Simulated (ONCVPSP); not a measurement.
# Configuration tests for hafnium (ONCV)

```json
{
  "Element": "Hf",
  "Generator": "ONCVPSP 4.0.1",
  "Type": "optimised norm-conserving Vanderbilt (ONCV)",
  "Functional": "PBE",
  "Relativity": "scalar-relativistic",
  "Frozen core": "[Xe] 4f14",
  "Valence charge": "4",
  "Reference configuration": "5d2 6s1.5 (charge +0.5)",
  "Partial waves": "6s: rc 2.45 bohr, ncon 4, nbas 7, qcut 2.2 1/bohr, 1 projector; p scattering state at 0.26 Ha: rc 3.15 bohr, ncon 4, nbas 9, qcut 2.1 1/bohr, 2 projectors, debl 1.7 Ha; 5d: rc 2.90 bohr, ncon 4, nbas 9, qcut 4.9 1/bohr, 2 projectors, debl 2.8 Ha",
  "Local potential": "polynomial inside 2.25 bohr (lpopt 2, dvloc0 0 Ha)",
  "Core correction": "polynomial model core, fcfact 0.45"
}
```

In the p channel the program set the typed energies aside and used 0.050, 1.750 Ha.

Energies are relative to the spin-unpolarised reference configuration 5d2 6s1.5; without spin polarisation the order of configurations can differ from experiment.

```tsv
valence configuration	charge	ΔE all-electron (eV)	error AE − PS (meV)
5d2 6s1	+1	4.723	-2.4
5d2 6s0	+2	18.902	-28
```

What are ΔE and the potential's error for 5d3 6s0?

ΔE = 6.735 eV all-electron; the error (AE − PS) is -43 meV.

What are ΔE and the potential's error for 5d2 6s2?

ΔE = -3.254 eV all-electron; the error (AE − PS) is +0.9 meV.

Levels in the configuration 5d2 6s1:

| level | all-electron (eV) | pseudo (eV) |
| --- | --- | --- |
| 5d | -9.207 | -9.204 |
| 6s | -10.975 | -10.979 |

Note: no bound ghost flagged; GHOST(+) flagged for s at 10.3 eV, p at 74.0 eV.
